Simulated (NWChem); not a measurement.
Species: C2H6NO cation; SMILES CC(N)=[OH+]

```xyz
10

C      0.1485    -1.4082     0.0012
C     -0.0052     0.0633     0.0005
N      1.0124     0.8740    -0.0003
O     -1.1714     0.6224     0.0000
H     -0.3511    -1.8262     0.8905
H      1.2000    -1.7176     0.0064
H     -0.3447    -1.8272    -0.8912
H      0.8675     1.8838    -0.0010
H      1.9659     0.5248    -0.0003
H     -1.9067    -0.0108     0.0008
```
Atoms are numbered in this order, from 1.

All runs use the structure optimised with PBE0/def2-SVP.

Question: Give the principal values of the shielding tensors (ppm) of C1, C2, N3, O4 from BHandHLYP/pcSseg-1, GIAO (NWChem), with their diamagnetic and paramagnetic parts as GIAO splits them.

Answer: 
```tsv
atom	σ11	σ22	σ33	isotropic	diamagnetic	paramagnetic
C1	148.1	149.5	191.0	162.9	249.4	-86.6
C2	-100.9	-38.8	110.7	-9.7	249.7	-259.3
N3	-9.2	174.4	178.8	114.7	324.0	-209.3
O4	-40.6	173.4	244.1	125.6	392.5	-266.9
```
